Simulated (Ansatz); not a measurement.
Cost and result for the atomization energy of CH₇BFGeN, SMILES `N[B]([GeH3])CF` (12 atoms, 11 bonds).

```xyz
12

N     0.856   -0.717    1.279
B     0.034   -0.188    0.293
Ge    0.858    0.940   -1.233
C    -1.521   -0.457    0.353
F    -2.205    0.136   -0.705
H     0.523   -1.275    2.050
H     1.852   -0.579    1.293
H     2.390    1.051   -1.053
H     0.607    0.318   -2.618
H     0.300    2.374   -1.265
H    -1.740   -1.533    0.323
H    -1.956   -0.068    1.283
```

Total charge 0; spin multiplicity 1. Correlated methods include outer-core shells of Ge, which these sets cover unevenly. Scalar relativity is left out up to krypton. The structure was optimised at the PBE0-D4/def2-TZVP level. It is one conformer, not always the lowest. Program: Ansatz. All runs use 4 threads of an Arm Neoverse V1 on a shared host. Times are those of one run each, without the atoms' runs, and a repeat can differ threefold. Electronic energies, without spin–orbit coupling; frozen cores. CCSD(T)/CBS adds CCSD(T) − MP2 in def2-TZVPP to the MP2 limit, and its time is that of the two runs behind it. T1 = 0.012. With those shells the extrapolation isn't a true limit. B3LYP takes the VWN-RPA correlation (the form of Gaussian; ORCA's B3LYP/G).

CCSD(T)/CBS is a level of theory with its own doubt, some kJ/mol a heavy atom from the limit and from the frozen cores, so smaller differences don't rank the functionals.

```tsv
level	functions	wall time
PBE-D4/def2-TZVPP (with forces)	270	3.2 s
PBE0-D4/def2-TZVPP	270	4.1 s
r2SCAN-D4/def2-TZVPP (with forces)	270	6.5 s
B3LYP-D4/def2-TZVPP (with forces)	270	6.5 s
B2PLYP/def2-TZVPP	270	8 s
ωB97X-V/def2-TZVPP	270	11 s
ωB97M-V/def2-TZVPP (with forces)	270	16 s
MP2/def2-QZVPP	527	39 s
CCSD(T)/def2-TZVPP	270	7.4 min
CCSD(T)/CBS(def2)	–	8 min
```

(1) What atomization energy does each give, and how far from CCSD(T)/CBS? (Estimate.)

Results:

(1) The calculation gave: 
```
                             level  atomization (kJ/mol)  difference from CCSD(T)/CBS  per bond
   PBE-D4/def2-TZVPP (with forces)                4224.4                         77.0       7.0
                PBE0-D4/def2-TZVPP                4152.7                          5.3       0.5
r2SCAN-D4/def2-TZVPP (with forces)                4161.0                         13.6       1.2
 B3LYP-D4/def2-TZVPP (with forces)                4158.0                         10.6       1.0
                 B2PLYP/def2-TZVPP                4108.5                        -38.9      -3.5
                ωB97X-V/def2-TZVPP                4171.9                         24.5       2.2
  ωB97M-V/def2-TZVPP (with forces)                4158.1                         10.7       1.0
                    MP2/def2-QZVPP                4147.4                          0.0       0.0
                CCSD(T)/def2-TZVPP                4049.9                        -97.5      -8.9
                 CCSD(T)/CBS(def2)                4147.4                          0.0       0.0
```

In def2-TZVPP, CCSD(T) changes the Hartree–Fock value by +1041.6 kJ/mol (the triples alone add +56.6 kJ/mol) and MP2 by +1082.1 kJ/mol; breaking electron pairs costs correlation energy, which Hartree–Fock lacks. The D4 term adds +35.4 kJ/mol with B3LYP and +18.7 kJ/mol with PBE0; it sums over pairs of atoms, weighted by their polarisabilities, and B3LYP, whose exchange is more repulsive, gets the larger term. From PBE to PBE0 (25 % exact exchange), in def2-TZVPP and without D4, the atomization energy moves by −68.4 kJ/mol: exact exchange takes away binding that semilocal exchange gives to molecules.
